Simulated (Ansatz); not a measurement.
Reaction (isomerisation): `C=CC[SiH3]` → `CC1C[SiH2]1`

Gas-phase electronic energies from Ansatz, PBE0-D4/def2-TZVP geometries. CBS: MP2 limit from def2 TZ/QZ plus the TZ coupled-cluster correction, frozen cores. DFT in def2-TZVPP. One conformer a species, not always the lowest.

```
             level  ΔE (kJ/mol)
           PBE0-D4         25.1
           ωB97M-V         34.8
               PBE         26.6
SCS-MP2/def2-TZVPP         42.0
```

(1) What does CCSD(T)/CBS give? (Best estimate.)

Largest T1 diagnostic among the species: 0.011.

Results:

(1) Ansatz gave: +40.2 kJ/mol. The listed levels differ from it by -15.1, -5.4, -13.6, 1.8 kJ/mol.

Leaving LDA and LC-ωPBE aside and taking each functional with its dispersion term where it has one, the values, not all of them listed here, spread over 26.1 kJ/mol, from PBE0-D4 to BLYP-D4. LDA lies −17.5 kJ/mol from PBE without D4. At CCSD(T), def2-SVP lies +3.7 kJ/mol from the extrapolated value and def2-TZVPP +1.3 kJ/mol. In def2-TZVPP, CCSD(T) changes the Hartree–Fock value by −29.6 kJ/mol (the triples alone add −2.1 kJ/mol) and MP2 by −39.5 kJ/mol.
